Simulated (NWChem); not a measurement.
Species: BP₂H₅; SMILES PBP

```xyz
8

B     -0.7191     0.0489     0.0000
H     -1.9280    -0.0890     0.0000
P      0.1500    -0.1065    -1.6676
H     -0.6881     0.7225    -2.4802
H      1.2634     0.7876    -1.5416
P      0.1500    -0.1065     1.6676
H      1.2634     0.7876     1.5416
H     -0.6881     0.7225     2.4802
```
Atoms are numbered in this order, from 1.

All runs: NWChem. The geometry was optimised at PBE-D3(BJ)/def2-SVP. Level: PBE0/aug-cc-pVDZ; rows give the wavelength of the field.

```csv
field,isotropic polarisability (bohr³),anisotropy (bohr³)
static,76.4,38.8
1065 nm,77.7,40.8
589 nm,81.3,46.1
```
